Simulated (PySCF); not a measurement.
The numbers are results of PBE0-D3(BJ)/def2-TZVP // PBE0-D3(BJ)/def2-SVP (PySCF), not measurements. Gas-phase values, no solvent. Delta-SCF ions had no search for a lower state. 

Reference species (SMILES): `[SiH3][GeH2][SiH3]` (neutral, multiplicity 1).

```json
{
  "HOMO": "-7.91 eV",
  "vertical ionisation energy (Delta-SCF)": "9.72 eV"
}
```

Changed species: `[GeH4]` (0 of 4 H replaced by SiH3; the reference has 2 of 4 H replaced by SiH3).

Question: Give the shifts of the HOMO and vertical ionisation energy (Delta-SCF).

Answer: the HOMO falls by 1.74 eV, to -9.65 eV; the vertical ionisation energy (Delta-SCF) rises by 2.45 eV, to 12.17 eV.
